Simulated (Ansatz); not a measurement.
AsO, multiplicity 2 (the spin of the measured ground state), most abundant isotopes (15.9949 and 74.9216 u). Constants from fifth-degree fits in 1/R to seven points on the lowest solution found; no spin–orbit coupling, no relativity up to Kr; ω_e x_e and α_e move by some per cent with the fit.

Correlated levels freeze the inner cores; with def2 sets outer-core shells near the valence are correlated too.

Programs: Ansatz (a quantum-chemistry and plane-wave program). Each number belongs to the level named beside it.

Total energies (hartree; each atom in its lowest state at that level) and vibrational constants (cm⁻¹):

```json
[
 {"level": "PBE/def2-TZVPP", "E(AsO) at r_e": "-2310.683112", "E(O)": "-75.009672", "E(As)": "-2235.470241", "ω_e": "956", "ω_e x_e": "4.1"},
 {"level": "B3LYP/def2-TZVPP", "E(AsO) at r_e": "-2311.129132", "E(O)": "-75.096275", "E(As)": "-2235.848740", "ω_e": "1003", "ω_e x_e": "4.0"},
 {"level": "wB97M-V/def2-TZVPP", "E(AsO) at r_e": "-2310.944219", "E(O)": "-75.077171", "E(As)": "-2235.687098", "ω_e": "1053", "ω_e x_e": "3.7"},
 {"level": "CCSD(T)/def2-QZVPP", "E(AsO) at r_e": "-2309.880051", "E(O)": "-74.994067", "E(As)": "-2234.707706", "ω_e": "978", "ω_e x_e": "4.6"}
]
```

**Question.** Work out D_e and D₀ in eV.

**Answer.** 
D_e = E(O) + E(As) − E(molecule), times 27.2114 eV; D₀ = D_e − (ω_e/2 − ω_e x_e/4)/8065.54.
- PBE/def2-TZVPP: D_e = 5.529, zero point 0.059, D₀ = 5.470 eV
- B3LYP/def2-TZVPP: D_e = 5.010, zero point 0.062, D₀ = 4.948 eV
- wB97M-V/def2-TZVPP: D_e = 4.897, zero point 0.065, D₀ = 4.832 eV
- CCSD(T)/def2-QZVPP: D_e = 4.851, zero point 0.060, D₀ = 4.791 eV
No counterpoise correction is made.
